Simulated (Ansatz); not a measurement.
`OC[SiH2][SeH]` + H₂ → `[SiH3][SeH]` + CH₃OH at 500 K and 1 bar (hydrogenolysis of the Si–C bond).

Isolated molecules relaxed with PBE0-D4/def2-TZVP in Ansatz; ΔE leaves out vibrations. CBS: MP2 limit from def2 TZ/QZ plus the TZ coupled-cluster correction, frozen cores. This one scheme is used for every species. For Se outer-core shells are correlated without core-valence functions, which leaves a few kJ/mol of doubt a bond. Scalar relativity is left out up to krypton. One conformer a species, not always the lowest.

```json
{"species": "`OC[SiH2][SeH]`", "CCSD(T)/CBS energy (Eh)": "-2806.62969", "H − E (kJ/mol)": "222.3", "S (J/(mol·K))": "418.7"}
{"species": "H₂", "CCSD(T)/CBS energy (Eh)": "-1.17544", "H − E (kJ/mol)": "41.0", "S (J/(mol·K))": "145.5"}
{"species": "`[SiH3][SeH]`", "CCSD(T)/CBS energy (Eh)": "-2692.20088", "H − E (kJ/mol)": "115.2", "S (J/(mol·K))": "325.5"}
{"species": "CH₃OH", "CCSD(T)/CBS energy (Eh)": "-115.61712", "H − E (kJ/mol)": "157.0", "S (J/(mol·K))": "265.4"}
```

H − E and S are ideal-gas, rigid-rotor, harmonic terms from PBE0-D4/def2-TZVP, for one conformer and one mirror image of each species. The MP2-based limit puts H₂ 0.8 mEh under its directly extrapolated value; such offsets cancel only in part. 1 Eh = 2625.50 kJ/mol, R = 8.31446 J/(mol·K).

Question: By hand: ΔE, ΔH, ΔS and ΔG.

Answer: ΔE = (-2692.20088) + (-115.61712) − (-2806.62969) − (-1.17544) = -0.01287 Eh = -33.8 kJ/mol. Δ(H − E) = 115.2 + 157.0 − 222.3 − 41.0 = 8.9, so ΔH = -24.9 kJ/mol. ΔS = 325.5 + 265.4 − 418.7 − 145.5 = 26.7 J/(mol·K). ΔG = -24.9 − 500 × (26.7)/1000 = -38.2 kJ/mol.

Question: By hand: the equilibrium constant, and the temperature at which ΔG would vanish if ΔH and ΔS stayed fixed.

Answer: log₁₀ K = −ΔG/(RT ln 10) = 4.0. ΔH and −TΔS have one sign here, so there is no such temperature.

TΔS isn't small against ΔH here. A doubt of 5 kJ/mol in ΔE shifts log₁₀ K by 0.5 here. Other conformers and mirror images would add mixing entropy, several J/(mol·K) or more a flexible species. These are equilibria of isolated gas molecules and say nothing of rates. Largest T1 diagnostic: 0.010 (customary marks: 0.02 for closed shells, 0.045 for open ones).
